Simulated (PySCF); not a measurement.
C3H5O2Si (charge -1).
SMILES with atom numbers: `[O:1]=[CH:2]/[C:3]([SiH3:4])=[CH:5]\[O-:6]` (hydrogens: H7 on C2; H8, H9, H10 on Si4; H11 on C5)

Computed with PySCF 2.14.0, PBE0-D3(BJ)/def2-TZVP geometry optimisation, gas phase.

Task: What internal coordinates does the optimisation give?

Result: 
```csv
bond,length (Å),order
"O1=C2, C5–O6",1.235,double/single
"C2–C3, C3=C5",1.420,single/double
C3–Si4,1.827,single
"C2–H7, C5–H11",1.115,single
"Si4–H8, Si4–H9, Si4–H10",1.500,single
```

Bonds in one row agree within 0.01 Å and their mean is given. Orders are formal, as drawn. A selection of angles:
```csv
angle,degrees
O1–C2–C3,125.6
O1–C2–H7,119.3
C3–C2–H7,115.1
C2–C3–Si4,116.4
C2–C3–C5,121.1
Si4–C3–C5,122.5
C3–Si4–H8,115.7
C3–Si4–H10,109.4
H8–Si4–H9,104.7
C3–C5–O6,128.6
C3–C5–H11,113.7
O6–C5–H11,117.7
```

Dihedral angles: O1–C2–C3–Si4 0° (synperiplanar); C2–C3–C5–O6 0° (synperiplanar).

Si4 (SiH3 silicon) is distorted tetrahedral (angles from 104.7° to 115.7°). Of the pairs four or more bonds apart, O6···H7 is among the closest relative to their van der Waals radii: 2.59 Å, 95 % of the sum of Bondi's values. C2 (carbon bonded to C, O and H) is planar (angles 125.6°, 119.3° and 115.1°, sum 360.0°, 0.00 Å off the plane of its three neighbours). The 6 heavy atoms lie in one plane (0.000 Å rms). C3 (carbon bonded to 2 C and Si) is planar (angles 122.5°, 121.1° and 116.4°, sum 360.0°, 0.00 Å off the plane of its three neighbours).

Point group: Cs (tolerance 0.08 Å). Whether it is a minimum is left open (no frequencies). Geometry: PBE0-D3(BJ)/def2-TZVP, one conformer, isolated ion.

Time: 1.8 min wall; peak memory 0.90 GiB. Hardware: one thread of an Intel Xeon Platinum 8175M at 2.50 GHz, no GPU (shared host). These figures are those of the optimisation.
